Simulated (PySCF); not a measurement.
C5H11NSi2.
SMILES with atom numbers: `[CH3:1][CH2:2][Si@@H:3]1[CH2:4][SiH2:5][C@@H:6]1[C:7]#[N:8]`

Probes without a nucleus sit at each ring's centroid and 1 Å off its mean plane on both sides; NICS is minus the shielding there, NICSzz its component along the normal. Level: GIAO PBE0/pcSseg-1 (PySCF, non-relativistic, gas phase) on the GFN2-xTB geometry, one conformer.

Ring bond lengths (Å), with Mayer bond orders in brackets: Si3–C4 1.922 (0.90), C4–Si5 1.917 (0.92), Si5–C6 1.939 (0.81), C6–Si3 1.945 (0.76).

Q: Give the NICS values of each ring in ppm.

A: 
```tsv
ring	type	NICS(0)	NICS(1), two faces	NICS(1)zz, two faces	rms pucker (Å)	centre to ring atoms, mean (Å)
Si3–C4–Si5–C6	4-membered ring with 2 Si; formal bonds all single	-0.5	-1.9 / -0.8	3.5 / 3.7	0.08	1.36
```

Q: What do they say, and how far can they be read as aromaticity?

A: 
- Si3–C4–Si5–C6: mean NICS(1)zz 3.6 ppm, deshielded. Si3, C4, Si5, C6 have four or more neighbours, and the NICS criterion for π rings isn't applied.

Q: At the second NICS(1) probe listed for ring Si3–C4–Si5–C6, 1 Å off the ring, how large is the induced field along the normal in 1 T applied along it?

A: NICSzz × B0 = 3.7 ppm × 1 T = 4 μT, along the applied field.

Q: Give the inner angles of the rings and the Hirshfeld charges of the ring atoms.

A: 
- Si3–C4–Si5–C6: Si3 86.7° (+0.393 e), C4 93.0° (-0.255 e), Si5 87.1° (+0.370 e), C6 91.6° (-0.182 e); sum 358.5° against 360° for a flat convex ring.

Q: How shielded are the nuclei of the rings and their hydrogens (means over atoms taken as equivalent)?

A: 
| atoms | environment | σ isotropic (ppm) | principal values of the symmetric part, first atom (ppm) |
| --- | --- | --- | --- |
| Si3 | SiH silicon | 352.3 | 301.6, 370.8, 384.5 |
| C4 | sp3 carbon bound to silicon | 192.2 | 170.3, 200.1, 206.0 |
| Si5 | SiH2 silicon | 377.9 | 345.7, 369.5, 418.4 |
| C6 | sp3 carbon bound to silicon | 187.9 | 168.5, 188.2, 206.9 |
| H on Si3 | Si–H hydrogen | 26.49 | 23.4, 24.2, 31.9 |
| H on C4 | methylene hydrogen | 31.12 | 26.3, 28.8, 38.3 |
| H on C4 | methylene hydrogen | 31.03 | 26.9, 27.5, 38.6 |
| H on Si5 | Si–H hydrogen | 26.66 | 23.2, 24.3, 32.5 |
| H on Si5 | Si–H hydrogen | 26.76 | 24.5, 25.0, 30.8 |
| H on C6 | methine hydrogen | 29.87 | 25.1, 28.8, 35.8 |

Shape of the structure used: `[CH3:1][CH2:2][Si@@H:3]1[CH2:4][SiH2:5][C@@H:6]1[C:7]#[N:8]`: C1–C2–Si3–C4 46°.
